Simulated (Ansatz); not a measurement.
```yaml
crystal:
  periodic: [false, false, false]
  atoms:
    - {symbol: O, position_ang: [-1.834547, 1.566366, 0.607842]}
    - {symbol: Si, position_ang: [-0.885664, -0.450801, -1.536878]}
    - {symbol: Si, position_ang: [-0.935664, -0.750801, -1.586878]}
    - {symbol: O, position_ang: [0.739177, 0.759111, 0.784792]}
    - {symbol: Si, position_ang: [1.785365, -0.356462, 1.360577]}
    - {symbol: H, position_ang: [-2.301734, 0.898792, 1.111892]}
    - {symbol: H, position_ang: [-0.122221, 2.324518, -1.000019]}
    - {symbol: H, position_ang: [-1.478309, -1.866083, -0.759230]}
    - {symbol: H, position_ang: [-1.944804, -0.408447, -2.625665]}
    - {symbol: H, position_ang: [0.300690, -1.230715, -2.262984]}
    - {symbol: H, position_ang: [1.521580, -1.675379, 0.723482]}
    - {symbol: H, position_ang: [1.609591, -0.478652, 2.829151]}
    - {symbol: H, position_ang: [3.175151, 0.065763, 1.059156]}
basis:
  gaussian: {orbitals: aug-cc-pVDZ, nuclear_model: gaussian}
hamiltonian: {xc: {name: LC-wPBE}}
accuracy: high
```

```sh
$ ansatz run in.yaml --threads 2 --pin off --events-out ev --progress --plain --max-ram 32768MiB --backend cpu
```

It prints (some lines left out):

```
Functional definition: LC-wPBE
3894 factors; integrals over basis functions are off by at most 4.0e-9 eV
1187 factors; integrals over basis functions are off by at most 1.9e-9 eV
mean field evaluation 1: about -25824.1908 eV, gradient 1.2e2 eV
mean field evaluation 2: about -25378.5303 eV, gradient 2.7e2 eV
mean field evaluation 4: about -25844.4715 eV, gradient 2.8e1 eV
mean field evaluation 8: about -25849.1231 eV, gradient 8.8e0 eV
mean field evaluation 16: about -25849.4861 eV, gradient 1.0e-1 eV
mean field evaluation 32: about -25849.4874 eV, gradient 5.4e-4 eV
mean field -25849.48739729 eV, -949.9511404386 hartree, gradient 9.3e-8 eV, S^2 0.000000; 2 other end points of the search recorded, 0 dependent functions left out
reference -25849.48739729 eV, -949.9511404386 hartree; 33, 33 occupied and 166, 166 virtual orbitals, 3894 factors
Total energy: -25849.48739729 eV, -949.9511404386 hartree
```

Problem. What is wrong with this run?

Solution. One atom was put on top of another. The calculation finished and met its thresholds. The result belongs to that input, not to the molecule as meant.
